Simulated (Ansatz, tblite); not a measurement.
Cost and result up the ladder for SnEt2Ph2 (C₁₆H₂₀Sn) (37 atoms). Total charge 0; singlet. Geometry: PBE-D4/def2-SVP.

```xyz
37

Sn    0.4137    0.4778    0.1543
C    -0.1819    2.5526    0.5143
C    -0.0421    2.9541    1.9848
H    -1.2284    2.6557    0.1594
H     0.4412    3.1965   -0.1415
H    -0.3611    4.0043    2.1611
H    -0.6569    2.3096    2.6474
H     1.0074    2.8739    2.3398
C     2.5788    0.2880    0.4100
C     3.3597    1.0500   -0.6638
H     2.8165   -0.7961    0.3954
H     2.8283    0.6557    1.4275
H     4.4585    0.9385   -0.5372
H     3.1105    0.6933   -1.6853
H     3.1435    2.1394   -0.6403
C    -0.1565   -0.1029   -1.8535
C    -0.1776    0.8448   -2.8988
C    -0.5298    0.4684   -4.2057
C    -0.8697   -0.8647   -4.4850
C    -0.8548   -1.8183   -3.4546
C    -0.5031   -1.4384   -2.1488
H     0.0793    1.8984   -2.6989
H    -0.5412    1.2207   -5.0100
H    -1.1480   -1.1609   -5.5083
H    -1.1222   -2.8651   -3.6685
H    -0.5041   -2.1987   -1.3502
C    -0.6069   -0.8350    1.5430
C    -1.9490   -1.2125    1.3228
C    -2.6222   -2.0427    2.2341
C    -1.9601   -2.5117    3.3799
C    -0.6242   -2.1475    3.6107
C     0.0456   -1.3160    2.6976
H    -2.4835   -0.8604    0.4249
H    -3.6698   -2.3271    2.0473
H    -2.4862   -3.1638    4.0942
H    -0.0995   -2.5145    4.5069
H     1.0962   -1.0452    2.8949
```

Ansatz on 2 threads of AMD EPYC 7R13 on a shared host and a share (18 GiB) of an NVIDIA H100 80GB HBM3; xTB runs through tblite on one thread. Times are rough, summed over both states, and most runs start from the orbitals of an earlier one. PBE0-D4/def2-TZVP serves as the yardstick here, not as an exact answer. The other state is a triplet.

In the def2 sets Sn takes a core potential; there is no spin–orbit coupling. The xTB rows come from tblite. Single mean-field runs in def2-TZVP are fitted with def2-universal-jkfit.

xTB has no spin-polarisation term.

| level | functions | wall time |
| --- | --- | --- |
| GFN2-xTB | 93 | 0.14 s |
| GFN1-xTB | 113 | 0.15 s |
| PBE0-D4/def2-TZVP (with forces) | 666 | 25 s |
| PBE-D4/def2-TZVP (with forces) | 666 | 26 s |
| r2SCAN-D4/def2-TZVP | 666 | 28 s |

Problem. Estimate what each level gives for the vertical triplet (eV).

Solution. 
```tsv
level	vertical triplet (eV)	difference from PBE0-D4/def2-TZVP (eV)
GFN2-xTB	4.19	0.08
GFN1-xTB	4.05	-0.06
PBE0-D4/def2-TZVP (with forces)	4.11	0.00
PBE-D4/def2-TZVP (with forces)	4.14	0.03
r2SCAN-D4/def2-TZVP	3.98	-0.14
```
